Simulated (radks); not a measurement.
The numbers below are computed, except where a source is named.
Re26+, configuration [Kr] 4d10 4f3 (the NIST ground configuration). Code: a radial shooting solver on a logarithmic mesh with Libxc functionals. Model: Dirac Kohn-Sham, Slater X-alpha with alpha = 0.857, spin-unpolarised, spherical densities, finite nucleus; open shells fill j = l - 1/2 first; Fermi nuclear charge, rms radius 5.3698 fm.

Normalised radial functions P(r) = r R(r) (large component), r in bohr:

| r | 4d5/2 |
|---|---|
| 0.002562 | 0.0002 |
| 0.002888 | 0.0003 |
| 0.003256 | 0.0004 |
| 0.003701 | 0.0006 |
| 0.004173 | 0.0008 |
| 0.004705 | 0.0012 |
| 0.005305 | 0.0017 |
| 0.006029 | 0.0024 |
| 0.006798 | 0.0034 |
| 0.007665 | 0.0047 |
| 0.008642 | 0.0065 |
| 0.009822 | 0.0092 |
| 0.01107 | 0.0128 |
| 0.01249 | 0.0176 |
| 0.01408 | 0.0241 |
| 0.016 | 0.0335 |
| 0.01804 | 0.0455 |
| 0.02034 | 0.0613 |
| 0.02293 | 0.0820 |
| 0.02607 | 0.1110 |
| 0.02939 | 0.1461 |
| 0.03314 | 0.1903 |
| 0.03736 | 0.2452 |
| 0.04246 | 0.3169 |
| 0.04788 | 0.3971 |
| 0.05398 | 0.4895 |
| 0.06086 | 0.5923 |
| 0.06917 | 0.7089 |
| 0.07799 | 0.8176 |
| 0.08794 | 0.9159 |
| 0.09915 | 0.9908 |
| 0.1127 | 1.0275 |
| 0.1271 | 1.0038 |
| 0.1433 | 0.9081 |
| 0.1615 | 0.7294 |
| 0.1836 | 0.4443 |
| 0.207 | 0.0978 |
| 0.2334 | -0.3022 |
| 0.2631 | -0.7200 |
| 0.2991 | -1.1342 |
| 0.3372 | -1.4436 |
| 0.3802 | -1.6364 |
| 0.4286 | -1.6902 |
| 0.4872 | -1.5957 |
| 0.5493 | -1.3906 |
| 0.6193 | -1.1158 |
| 0.6983 | -0.8203 |
| 0.7936 | -0.5321 |
| 0.8948 | -0.3182 |
| 1.009 | -0.1694 |
| 1.138 | -0.0792 |
| 1.293 | -0.0300 |
| 1.458 | -0.0102 |

4d5/2: eigenvalue -1035.4 eV, 1 radial node at r = 0.213 bohr, <r> = 0.451 bohr, 90 % of the charge inside 0.661 bohr.
